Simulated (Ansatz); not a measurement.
```yaml
crystal:
  periodic: [false, false, false]
  atoms:
    - {symbol: Se, position_ang: [1.054670, -1.930021, 0.106072]}
    - {symbol: Se, position_ang: [1.074095, 1.638149, -1.004404]}
    - {symbol: Se, position_ang: [-2.172030, -0.095527, -0.349916]}
    - {symbol: Se, position_ang: [-1.053067, 1.930687, -0.105501]}
    - {symbol: Se, position_ang: [2.170768, 0.097778, 0.352767]}
    - {symbol: Se, position_ang: [-1.074426, -1.641067, 1.000971]}
basis:
  gaussian: {orbitals: def2-TZVP, initial_orbitals: start.molden}
total_charge: 1
magnetization: {spin_polarized: true, initial_magnetization: 1}
hamiltonian: {xc: pbe0, dispersion: d4}
scf: {omitted_lower_state_checks: [starts]}
output: {orbitals: {seedname: orbitals}}
```

The file start.molden holds the orbitals of an earlier run on this structure, at another level or in another basis.

```sh
$ ansatz run in.yaml --threads 4 --pin off --events-out ev --progress --plain --max-ram 4787MiB
```

Q: Does this run fit into the memory that it is given?

A: No. It has 288 basis functions, and Ansatz plans for 6 GiB where 5 GiB are given.
